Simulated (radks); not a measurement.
The vanadium ion V+, configuration [Ar] 3d4 (the NIST ground configuration). Method: Dirac Kohn-Sham, Slater X-alpha with alpha = 0.911, spin-unpolarised, spherical densities, finite nucleus; open shells fill j = l - 1/2 first; Fermi nuclear charge, rms radius 3.6002 fm; computed with a radial shooting solver on a logarithmic mesh with Libxc functionals.

Normalised radial functions P(r) = r R(r) (large component), r in bohr:

r          2p1/2
0.007543  0.0232
0.008573  0.0292
0.009666  0.0362
0.01099   0.0455
0.01249   0.0572
0.01408   0.0707
0.016     0.0885
0.01804   0.1091
0.0205    0.1360
0.02312   0.1668
0.02628   0.2066
0.02963   0.2516
0.03367   0.3090
0.03796   0.3728
0.04315   0.4527
0.04865   0.5396
0.05529   0.6457
0.06284   0.7657
0.07085   0.8902
0.08053   1.0338
0.0908    1.1758
0.1032    1.3303
0.1164    1.4723
0.1322    1.6125
0.1491    1.7249
0.1695    1.8146
0.1911    1.8613
0.2172    1.8630
0.2468    1.8096
0.2783    1.7085
0.3163    1.5502
0.3566    1.3633
0.4053    1.1375
0.457     0.9170
0.5194    0.6903
0.5856    0.5001
0.6656    0.3317
0.7504    0.2106
0.8529    0.1194
0.9616    0.0643
1.093     0.0300
1.242     0.0125
1.401     0.0048
1.592     0.0015
1.795     0.0004
2.04      0.0001
2.3       0.0000
2.614     0.0000
2.947     0.0000
3.35      0.0000
3.777     0.0000
4.293     0.0000
4.84      0.0000
5.501     0.0000

2p1/2: eigenvalue -525.77 eV, 0 radial nodes, <r> = 0.269 bohr, 90 % of the charge inside 0.443 bohr.
